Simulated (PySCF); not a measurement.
P: excitation energy

P [Ne] 3s2 3p3 (4S) → P [Ne] 3s1 3p3 4s1 (6S), as a difference of total energies. Computed with PySCF 2.14 in aug-cc-pwCVQZ, with the non-relativistic Hamiltonian (point nucleus). Correlated levels: valence: [Ne] frozen; valence and next inner shell: 1s2 frozen; nothing frozen. The calculations carry no spin-orbit coupling.

| method | excitation energy (eV) |
| --- | --- |
| UHF | 10.575 |
| LDA | 12.610 |
| PBE | 12.518 |
| PBE0 | 12.420 |
| r2SCAN | 12.060 |
| r2SCAN0 | 12.088 |
| revPBE | 12.454 |
| M06 | 12.828 |
| MP2 (valence) | 12.157 |
| SCS-MP2 (valence) | 12.669 |
| MP2 (valence and next inner shell) | 12.350 |
| SCS-MP2 (valence and next inner shell) | 12.812 |
| MP2 (all electrons) | 12.346 |
| SCS-MP2 (all electrons) | 12.810 |

Q: How much does correlation contribute at MP2 (all electrons)?

A: 12.346 − (10.575) = 1.771 eV, measured against UHF.

The upper state lies above the first ionisation limit, but in LS coupling its spin forbids autoionisation to the ground ion. A Rydberg-like electron needs more diffuse functions than a valence basis has.

The promoted electron is Rydberg-like, and one or two diffuse shells describe it only roughly, which tends to raise the upper state.
